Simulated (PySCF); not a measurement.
C2H6S2, SMILES CSCS (PBE0/def2-SVP optimised geometry):

```
10

C      1.404    -0.610     0.000
S     -0.399    -0.610     0.000
C     -0.721     1.166     0.000
S     -0.121     2.114    -1.433
H      1.725    -1.649    -0.158
H      1.811    -0.252     0.958
H      1.780     0.015    -0.824
H     -1.811     1.270     0.102
H     -0.258     1.649     0.876
H     -0.778     1.390    -2.365
```

Level of theory: PySCF with PBE0/def2-TZVP.

Problem. What are the frontier orbital energies and the dipole moment?

Solution. HOMO-2 -8.93 eV, HOMO-1 -7.11 eV, HOMO -6.51 eV, LUMO 0.04 eV, LUMO+1 1.06 eV; dipole moment 0.58 D.

Meta-Löwdin charges at PBE0/def2-TZVP: C1 -0.41, S2 0.07, C3 -0.34, S4 -0.09, H5 0.14, H6 0.12, H7 0.14, H8 0.14, H9 0.14, H10 0.10.
